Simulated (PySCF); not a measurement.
## Niobium: highly charged ions in a basis for the neutral atom

Nb⁹⁺ [Ar] 3d10 4s2 4p2, Nb¹⁰⁺ [Ar] 3d10 4s2 4p1. Calculation: PySCF 2.14, in x2c-SVPall (6s5p5d1f, 53 functions); the spin-free X2C one-electron Hamiltonian (Gaussian nucleus). No spin-orbit coupling, so a gap to NIST mixes the basis error with missing relativistic terms.

Changed run: basis of the neutral atom used for a highly charged ion. This setting is unsound on purpose.

| species | method | sound run (hartree) | changed run (hartree) | converged |
| --- | --- | --- | --- | --- |
| Nb⁹⁺ | UHF | not run | -3793.03787 | yes |
| Nb⁹⁺ | MN15 | not run | -3797.08781 | yes |
| Nb¹⁰⁺ | UHF | not run | -3786.43904 | yes |
| Nb¹⁰⁺ | MN15 | not run | -3790.43601 | yes |

Ionisation energy of Nb⁹⁺:

```
method  changed run (eV)  NIST (eV)
   UHF            179.56  180 ± 2.2
  MN15            181.00  180 ± 2.2
 M06-L            180.34  180 ± 2.2
```

The contracted functions were made for the neutral atom and can be too rigid for a highly charged ion.
